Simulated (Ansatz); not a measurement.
Reaction (atomization): `[F][GeH2][SH]` → F• + Ge• + 3 H• + S•

Computed with Ansatz on PBE0-D4/def2-TZVP structures; ΔE is electronic, products minus reactants. CCSD(T)/CBS is the MP2 limit (def2-TZVPP, def2-QZVPP) plus CCSD(T) − MP2 in def2-TZVPP, frozen cores. This one scheme is used for every species, atoms too. DFT in def2-TZVPP. HSE06 is defined as in plane-wave codes. No spin–orbit coupling; open shells (•) take unrestricted orbitals. Spin–orbit coupling would lower the free atoms: a little for F, S; clearly for Ge. Bonds to Ge are less sure, by a few kJ/mol each and by 10 to 20 or more in all where they break to atoms, as the def2 sets lack core-valence functions. Scalar relativity is left out up to krypton. One conformer a species, not always the lowest.

| species | HSE06 energy (Eh) |
| --- | --- |
| `[F][GeH2][SH]` | -2576.44977 |
| F• | -99.67211 |
| Ge• | -2076.65605 |
| H• | -0.50075 |
| S• | -397.96634 |

(1) Work out ΔE.

Largest T1 diagnostic among the species: 0.012.

Answers

(1) ΔE = 3 × (-0.50075) + (-99.67211) + (-2076.65605) + (-397.96634) − (-2576.44977) = 0.65302 Eh = +1714.5 kJ/mol. CCSD(T)/CBS gives +1759.0 kJ/mol.

The D4 term adds +17.0 kJ/mol with B3LYP and +8.7 kJ/mol with PBE0; it sums over pairs of atoms, weighted by their polarisabilities, and B3LYP, whose exchange is more repulsive, gets the larger term. From BLYP to BHLYP (50 % exact exchange), in def2-TZVPP and without D4, ΔE moves by −36.8 kJ/mol: exact exchange takes away binding that semilocal exchange gives to molecules.

B3LYP here is the variant with VWN-RPA as its local correlation; programs differ in this.

For atomizations the MP2-based limit and the directly extrapolated one differ by several kJ/mol either way, and by 10 to 25 for some Ge, Se and Sn compounds, so smaller differences from it don't rank the levels.
